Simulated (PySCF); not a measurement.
## Heteronuclear NMR

Structure with atom numbers: `[CH3:1][CH:2]([CH3:3])[SiH2:4][OH:5]`. Each H is labelled by its parent atom.

- geometry: GFN2-xTB
- shieldings: GIAO PBE0/pcSseg-1
- run in PySCF 2.14
- non-relativistic Hamiltonian, a single conformation, in vacuum, rapidly exchanging positions averaged

Question: What are the ²⁹Si shifts?

Answer: 
```tsv
atoms	environment	σ (ppm)	δ (ppm)
Si4	silicon bonded to C, O, 2 H	358.7	-14.9
```

Shieldings were converted by a linear fit to measured shifts: ²⁹Si: δ = 279.94 − 0.822σ (rms 8.9 ppm, 72 shifts, 25.8 ppm with the 6 outliers that the fit left out vs TMS, solution or neat liquid). Occasional misses reach two or three times the rms, and more in compound classes unlike the fitted ones.

On a 500 MHz spectrometer ²⁹Si resonates near 99.3 MHz, so 1 ppm is 99.3 Hz.

Question: Where does ¹⁷O resonate?

Answer: 
```tsv
atoms	environment	σ (ppm)	δ (ppm)
O5	oxygen bonded to Si, H	320.1	-24.9
```

Shieldings were converted by a linear fit to measured shifts: ¹⁷O: δ = 266.70 − 0.911σ (rms 10.7 ppm, 155 shifts, 12.2 ppm with the 3 outliers that the fit left out vs liquid water, solution or neat liquid). Occasional misses reach two or three times the rms, and more in compound classes unlike the fitted ones.

On a 500 MHz spectrometer ¹⁷O resonates near 67.8 MHz, so 1 ppm is 67.8 Hz.
